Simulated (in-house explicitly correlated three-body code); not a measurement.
Computed with an exponentially correlated three-body code. Model: two electrons around a point charge, non-relativistic, variational in 260 exponentially correlated functions (energies converged to about 1e-7 hartree, or 1e-8 relative for large Z).

Command:
```bash
python run_hyl.py task.json out
```
Settings (lengths in bohr, energies in hartree):
```
Z                      1
nuclear_mass           0.4
interaction_strength   1
functions              260
states_tried           1
```

Cost of the run: 2.3 s on 1 thread of Intel(R) Xeon(R) Platinum 8259CL CPU @ 2.50GHz (Skylake/Cascade Lake) (shared host).

**Ground state only, binding against the one-electron ion.**

Given: nuclear charge 1; mass of the centre 0.4 electron masses.

Computed: one-electron threshold -0.142857143 hartree.

```csv
term,energy (hartree),binding (eV)
1 1S,-0.151843556,0.24453
```

**Converged states only, values per electron or pair.**

| term | mean r (bohr) | mean r squared (bohr²) | mean inverse r (1/bohr) | mean r12 (bohr) | mean inverse r12 (1/bohr) | mean cosine | mean p1 dot p2 (bohr⁻²) | delta r1 (bohr⁻³) | delta r12 (bohr⁻³) |
| --- | --- | --- | --- | --- | --- | --- | --- | --- | --- |
| 1 1S | 8.7381 | 114.17 | 0.20033 | 13.001 | 0.096972 | 0.079023 | -0.0046633 | 0.0039801 | 1.6294e-05 |
